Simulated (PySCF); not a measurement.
H₃Si, SMILES [SiH3+], charge +1. Atoms are numbered in the order given.

```xyz
4

Si     0.0000     0.0000     0.0000
H      1.4722     0.0000     0.0000
H     -0.7361     1.2750     0.0000
H     -0.7361    -1.2750     0.0000
```
Charge +1, spin multiplicity 1.

Geometry optimised at PBE0-D3(BJ)/def2-TZVPD.

The numbers are results of M06-2X/def2-TZVPD (PySCF), not measurements.

### Question
Estimate the frontier levels, gap, dipole moment and polarisability. (An estimate is asked for; the answer gives what the named calculation found.)

### Answer

```
Property                                                           Value
------------------------------------------------  ----------------------
highest occupied level                                         -18.94 eV
lowest empty level                                              -9.33 eV
orbital gap                                                      9.61 eV
dipole moment about the centre of nuclear charge                  0.00 D
mean static polarisability                          20.1 bohr³ (2.98 Å³)
polarisability, principal values                  16.1, 22.1, 22.1 bohr³
```
